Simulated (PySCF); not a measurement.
Li (SMILES [Li+]), charge +1, singlet. Base run: PySCF with PBE0/def2-TZVP.

PySCF was given this input:
```python
from pyscf import gto, scf, dft

mol = gto.M(
    atom='''
Li    0.000000    0.000000    0.000000
''',
    basis='def2-tzvp',
    charge=1,
    spin=0,
    verbose=4,
)

mf = dft.RKS(mol)
mf.xc = 'pbe0'
mf.kernel()
```

Each row names what was changed in the base input (with any setting that the change needs).

```json
[
 {"change": "base", "E (Eh)": "-7.26240", "HOMO (eV)": "-64.48", "HOMO-LUMO gap (eV)": "58.15"},
 {"change": "functional = b3lyp5", "E (Eh)": "-7.27855", "HOMO (eV)": "-63.95", "HOMO-LUMO gap (eV)": "57.00"},
 {"change": "functional = pbe0; dispersion = d4", "E (Eh)": "-7.26240", "HOMO (eV)": "-64.48", "HOMO-LUMO gap (eV)": "58.15"},
 {"change": "functional = mn12l", "E (Eh)": "-7.31196", "HOMO (eV)": "-65.97", "HOMO-LUMO gap (eV)": "57.16"},
 {"change": "functional = b3lyp; dispersion = d3zero", "E (Eh)": "-7.28604", "HOMO (eV)": "-64.05", "HOMO-LUMO gap (eV)": "57.05"},
 {"change": "functional = pbe; dispersion = d4", "E (Eh)": "-7.25663", "HOMO (eV)": "-60.41", "HOMO-LUMO gap (eV)": "53.65"},
 {"change": "functional = bp86", "E (Eh)": "-7.27638", "HOMO (eV)": "-60.56", "HOMO-LUMO gap (eV)": "53.65"},
 {"change": "functional = pw91,pw91", "E (Eh)": "-7.26748", "HOMO (eV)": "-60.59", "HOMO-LUMO gap (eV)": "53.99"},
 {"change": "functional = lda,vwn", "E (Eh)": "-7.14274", "HOMO (eV)": "-59.59", "HOMO-LUMO gap (eV)": "53.08"},
 {"change": "functional = b97-1", "E (Eh)": "-7.28452", "HOMO (eV)": "-64.01", "HOMO-LUMO gap (eV)": "57.74"},
 {"change": "functional = m06", "E (Eh)": "-7.29110", "HOMO (eV)": "-64.63", "HOMO-LUMO gap (eV)": "56.52"},
 {"change": "functional = tpss", "E (Eh)": "-7.28641", "HOMO (eV)": "-61.47", "HOMO-LUMO gap (eV)": "54.74"},
 {"change": "functional = b97m_v", "E (Eh)": "-7.31030", "HOMO (eV)": "-63.29", "HOMO-LUMO gap (eV)": "56.88"}
]
```

Totals shift with the method and basis; they matter in differences.
